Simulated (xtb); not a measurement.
TaF4, SMILES [Ta+]([F])([F])([F])[F], charge +1, multiplicity 1. All values are semi-empirical tight-binding results from xtb (GFN2-xTB unless named), good for trends rather than for accurate numbers. Geometry: GFN2-xTB. The multiplicity is an assumed one; other spin states were not compared. The isomer is the one that the SMILES or the coordinates give; other isomers of the formula were not compared.

Optimised geometry:

```xyz
5

Ta     0.0000     0.0000     0.0000
F     -1.0262     1.0262    -1.0262
F      1.0262     1.0262     1.0262
F      1.0262    -1.0262    -1.0262
F     -1.0262    -1.0262     1.0262
```
Charge +1, spin multiplicity 1.

For metal compounds this method's bond lengths and energies can be far off.

```json
{
 "point_group_as_xtb_finds_it": "Td",
 "orbital_gap": "6.29 eV",
 "zero_point_energy": "4.1 kcal/mol",
 "G − E(el) at 298.15 K (modified RRHO)": "-14.8 kcal/mol"
}
```

Task: Give the atomic charges and the Wiberg bond orders between heavy atoms. (The exact figures need the calculation; the answer reports its results.)

Result: charges (e) Ta1 1.88, F2 -0.22, F3 -0.22, F4 -0.22, F5 -0.22. Bond orders Ta1–F2 1.21, Ta1–F3 1.21, Ta1–F4 1.21, Ta1–F5 1.21.
